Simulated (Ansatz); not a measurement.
One change: `F[Si]Br` becomes `C[Si]Br`.

Ansatz, PBE0-D4/def2-TZVP geometries, multiplicity 1. 

Outer-core shells of Br are correlated without core-valence functions. Scalar relativity is left out up to krypton. Spin–orbit coupling is left out.

```
                                            property  `F[Si]Br`
  size of the dipole moment (ωB97M-V/def2-TZVPP) / D       1.33
    size of the dipole moment (B3LYP/def2-TZVPP) / D       1.20
                 HOMO energy (B3LYP/def2-TZVPP) / eV      -7.64
vertical ionisation energy (CCSD(T)/def2-TZVPP) / eV      10.16
                   LUMO energy (PBE/def2-TZVPP) / eV      -3.43
               HOMO–LUMO gap (B3LYP/def2-TZVPP) / eV       4.81
```

Q: What does the change do to each property? (Best estimate.)

A: The calculation gave: 
| property | `C[Si]Br` | shift |
| --- | --- | --- |
| size of the dipole moment (ωB97M-V/def2-TZVPP) / D | 1.95 | 0.62 |
| size of the dipole moment (B3LYP/def2-TZVPP) / D | 1.87 | 0.67 |
| HOMO energy (B3LYP/def2-TZVPP) / eV | -6.51 | 1.13 |
| vertical ionisation energy (CCSD(T)/def2-TZVPP) / eV | 8.89 | -1.27 |
| LUMO energy (PBE/def2-TZVPP) / eV | -3.42 | 0.01 |
| HOMO–LUMO gap (B3LYP/def2-TZVPP) / eV | 3.70 | -1.11 |

The zero-point energy changes by 86.8 kJ/mol with +9 modes. Dipoles are sizes alone; their direction can turn.

B3LYP here is the variant with VWN-RPA as its local correlation; programs differ in this.
